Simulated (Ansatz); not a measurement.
GaH5OSSi, relaxed with RKS PBE0-D4/def2-TZVP in the Gaussian-basis code of Ansatz from a PBE-D4/def2-SVP geometry. The force threshold is 0.005 eV/Å; the program also tests the step.

Charge 0, multiplicity 1. The bonds changed during the relaxation, so this is another structure than the one it started from.

Start:

```xyz
9

O    -1.500    1.154    0.451
Ga   -3.042    2.125    0.487
Si    0.486   -1.172   -0.355
S     1.565    0.725   -0.478
H    -0.569    1.432    0.306
H    -0.146   -1.358    0.990
H    -0.517   -1.120   -1.463
H     1.447   -2.304   -0.605
H     2.276    0.517    0.667
```

```
         step  energy (eV)  largest force (eV/Å)  largest move (Å)
            1  -73206.2824                 0.803             0.000
            2  -73206.3144                 0.364             0.134
            3  -73206.3204                 0.095             0.061
            4  -73206.3209                 0.186             0.052
            5  -73206.3216                 0.141             0.031
            6  -73206.3225                 0.041             0.046
            7  -73206.3226                 0.025             0.012
            8  -73206.3228                 0.028             0.017
            9  -73206.3229                 0.019             0.024
           10  -73206.3231                 0.012             0.030
           11  -73206.3232                 0.040             0.045
           12  -73206.3233                 0.042             0.015
           13  -73206.3234                 0.034             0.017
           14  -73206.3235                 0.030             0.034
           15  -73206.3236                 0.040             0.035
           16  -73206.3237                 0.035             0.020
           17  -73206.3238                 0.023             0.025
           18  -73206.3239                 0.014             0.015
           19  -73206.3239                 0.011             0.015
           20  -73206.3239                 0.011             0.020
           21  -73206.3239                 0.011             0.014
           22  -73206.3239                 0.010             0.009
           23  -73206.3240                 0.005             0.009
24 (rejected)  -73206.3239                 0.008             0.015
           25  -73206.3240                 0.003             0.007
           26  -73206.3240                 0.004             0.007
           27  -73206.3240                 0.004             0.006
```

End:

```xyz
9

O    -1.597    1.181    0.631
Ga   -3.019    2.196    0.167
Si    0.512   -1.177   -0.356
S     1.525    0.719   -0.455
H    -0.666    1.420    0.550
H    -0.050   -1.421    0.991
H    -0.545   -1.103   -1.388
H     1.467   -2.265   -0.692
H     2.373    0.449    0.552
```

Hardware: 4 threads of an Arm Neoverse V2 on a shared host. Wall time 79 s, peak host memory 0.52 GiB.
